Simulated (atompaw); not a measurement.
What one change does to a pseudopotential (La, PAW (atompaw))

| Property | Result |
| --- | --- |
| Element | La |
| Generator | atompaw 4.2.0.5 |
| Type | PAW |
| Functional | LDA (PW92) |
| Relativity | scalar-relativistic |
| Frozen core | [Kr] 4d10 |
| Valence charge | 11 |
| Reference configuration | 4f0 5s2 5p6 5d1 6s1.5 6p0 (charge +0.5) |
| Partial waves | 5s (bound): rc 2.45 bohr; 6s (bound): rc 2.65 bohr; 5p (bound): rc 3.00 bohr; 6p (bound, empty): rc 2.65 bohr; 5d (bound): rc 3.00 bohr; 5d channel at 0.95 Ry: rc 3.00 bohr; 4f (bound, empty): rc 1.05 bohr; 4f channel at 2.8 Ry: rc 1.05 bohr |
| Local potential | troulliermartins scheme with l = 4 at 0 Ry, radius 2.55 bohr |
| Core correction | smooth core density matched at 1.75 bohr |
| Augmentation charge | gaussian compensation charge, radius 2.95 bohr; PAW radius 3.00 bohr; waves and projectors: modrrkj vanderbiltortho |

All-electron outer shells of the reference configuration (LDA (PW92), scalar-relativistic, ld1.x):

| shell | level (eV) | outermost node (bohr) | outermost maximum (bohr) |
| --- | --- | --- | --- |
| 4p | -202.44 | 0.34 | 0.63 |
| 4d | -106.66 | 0.32 | 0.68 |
| 5s | -41.89 | 0.77 | 1.41 |
| 5p | -25.28 | 0.83 | 1.58 |
| 4f | -7.40 | – | 0.75 |
| 6s | -6.13 | 1.85 | 3.65 |
| 5d | -5.84 | 0.95 | 2.21 |
| 6p | -3.41 | 2.19 | 4.63 |

Change: all radii scaled by about 0.96 (s 2.36, p 2.88, d 2.88, f 1.00 bohr); local potential troulliermartins scheme with l = 4 at 0 Ry, radius 2.44 bohr; augmentation gaussian compensation charge, radius 2.82 bohr; PAW radius 2.88 bohr; waves and projectors: modrrkj vanderbiltortho; core correction smooth core density matched at 1.68 bohr.

Cutoffs: the cutoffs (Ry, on a coarse ladder) from which the occupation-weighted sum of valence levels, in a spherical-Bessel basis at the reference potential, stays within 10 and 1 mRy of its value at 400 Ry; they do not see the model core or the augmentation charge, which bear on the density cutoff.

Problem. What does the change do?

Solution. The potential gets harder (8 Ry and 15 Ry → 10 Ry and 15 Ry); neither file shows a bound ghost. A smaller radius makes the pseudo-wave follow the all-electron one further in, where it bends more sharply, so more plane waves are needed.

```tsv
quantity	base	changed
cutoff, loose	8 Ry	10 Ry
cutoff, tight	15 Ry	15 Ry
loose cutoff by channel (10 mRy a level)	s 6 Ry, p 6 Ry, d 8 Ry	s 8 Ry, p 6 Ry, d 8 Ry
bound ghosts	none	none
lowest overlap eigenvalue by channel	s 0.31, p 0.80, d 1.00, f 0.06	s 0.23, p 0.73, d 1.00, f 0.04
```

Base: The cutoffs count occupied waves only; the empty 4f level needs 100 Ry at the loose tolerance. Changed file: The cutoffs count occupied waves only; the empty 4f level needs 110 Ry at the loose tolerance. The cutoffs see the waves, projectors and local potential, not the compensation charge or the core.
